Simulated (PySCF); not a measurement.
C3H8BFO, SMILES CCB(F)CO.

The structure is a stationary point at r2SCAN-D4/def2-SVP. This is a generated structure with no PubChem entry under its InChIKey; it may be hypothetical. One conformer was computed; it need not be the lowest.

Level of theory: r2SCAN/def2-TZVP run with PySCF.

The molecule is in vacuum.

Task: Estimate the frontier levels, gap, dipole moment and polarisability. (An estimate is asked for; the answer gives what the named calculation found.)

Result: 
The highest occupied level comes out as -6.32 eV and the lowest empty level is -0.80 eV. The orbital gap is 5.52 eV, the dipole moment is 0.301 e·Å and the quadrupole, principal values (traceless, Buckingham form, about the centre of nuclear charge) is -9.23, 2.17, 7.06 D·Å. The mean static polarisability is 55.0 bohr³ (8.14 Å³). The polarisability, principal values is 46.8, 54.8, 63.4 bohr³.
